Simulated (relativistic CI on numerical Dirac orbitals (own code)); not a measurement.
# Pt XVIII: q coefficients and field-shift factors

Method of calculation: Dirac-Coulomb-Breit CI, separate exchange-only KLI orbitals for each configuration, derivatives by finite differences, unscaled Slater integrals, QED left out (own radial code, finite nucleus).

CI space (outside the closed core [Kr] 4d10): 4f13 5s2, 4f14 5s, 4f13 5s 5p, 4f14 5p, 4f12 5s2 5p, 4f13 5s 5d, 4f12 5s 5p2, 4f13 5p2, 4f12 5p3. Double excitations out of closed p, d and f shells are left out; levels of such configurations are missing from the list, as are those of other unlisted configurations, and high levels can miss mixing partners.

With x = (α/α₀)² − 1 an excitation energy changes as ω = ω₀ + qx; K = 2q/ω₀ is the relative enhancement. Terms are leading LS components, so labels can repeat. The field-shift factor is F = δν/δ⟨r²⟩ for the transition from the lowest level.

Lowest level 4f14 5s 2S_1/2.

| Level | ω₀ (cm⁻¹) | q (cm⁻¹) | K | F (GHz/fm²) |
| --- | --- | --- | --- | --- |
| 4f13 5s2 2F°_7/2 | 23047 | -400300 | -34.7 | 646 |
| 4f13 5s2 2F°_5/2 | 50459 | -375300 | -14.9 | 648 |
| 4f13 5s 5p 4D_7/2 | 308572 | -350600 | -2.27 | 71.9 |
| 4f14 5p 2P°_1/2 | 328084 | 51720 | 0.315 | -573 |
| 4f13 5s 5p 2G_7/2 | 331061 | -335700 | -2.03 | 67 |
| 4f13 5s 5p 4G_5/2 | 334057 | -332400 | -1.99 | 71.9 |
| 4f13 5s 5p 4G_9/2 | 334483 | -340200 | -2.03 | 69.1 |
| 4f13 5s 5p 2F_5/2 | 341975 | -332500 | -1.94 | 68.7 |
| 4f13 5s 5p 2D_5/2 | 363246 | -310700 | -1.71 | 67.6 |
| 4f13 5s 5p 2G_7/2 | 364691 | -315100 | -1.73 | 67.6 |
| 4f13 5s 5p 4F_3/2 | 368297 | -313500 | -1.7 | 70.5 |
| 4f12 5s2 5p 4G°_11/2 | 375717 | -764900 | -4.07 | 739 |
| 4f12 5s2 5p 2I°_13/2 | 381423 | -765300 | -4.01 | 739 |

At this charge transitions that keep the count of f electrons are usually good to a few per cent. Levels that differ in their count of f electrons can be misplaced by several ten thousand cm⁻¹, since the correlation energy of f electrons is missing or only estimated; rates across such gaps can be off by orders of magnitude. The computed lowest level isn't the tabulated ground level, which NIST ASD gives as 4f13 5s2 2F°7/2; for such ions that label comes from theory and may be the wrong one.
